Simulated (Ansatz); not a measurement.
C₂H₆BrNSi (`C[Si]1(Br)CN1`), relaxed with RKS PBE0-D4/def2-TZVP in Ansatz 0.2.0 from a PBE-D4/def2-SVP geometry. The force threshold is 0.005 eV/Å; the program also tests the step.

Total charge 0; spin multiplicity 1.

Start:

```xyz
11

C    -0.963    0.365    1.371
Si   -0.147   -0.585   -0.021
Br   -0.725   -2.747    0.096
C     1.390    0.013   -0.876
N     0.080    0.059   -1.601
H    -0.685   -0.065    2.354
H    -2.067    0.323    1.280
H    -0.640    1.425    1.337
H     1.833    0.974   -0.536
H     2.151   -0.664   -1.314
H    -0.226    0.902   -2.092
```

Task: By how much does the energy fall, and how many steps does the optimiser take? (Best estimate.)

Result: Computed: 0.07 eV, in 10 steps, 1 of them rejected.

Task: Which bonds change most? (Best estimate.)

Result: Computed: Si2–C4 from 1.858 to 1.822 Å; Si2–Br3 from 2.241 to 2.212 Å; Si2–N5 from 1.721 to 1.695 Å; C4–H10 from 1.109 to 1.087 Å.

Task: Give the relaxed structure. (Estimate.)

Result: Ansatz gave: 
```xyz
11

C    -0.954    0.365    1.348
Si   -0.139   -0.571   -0.026
Br   -0.691   -2.709    0.100
C     1.380   -0.004   -0.855
N     0.067    0.051   -1.589
H    -0.680   -0.056    2.318
H    -2.041    0.314    1.252
H    -0.645    1.412    1.314
H     1.809    0.949   -0.543
H     2.114   -0.668   -1.306
H    -0.221    0.918   -2.013
```
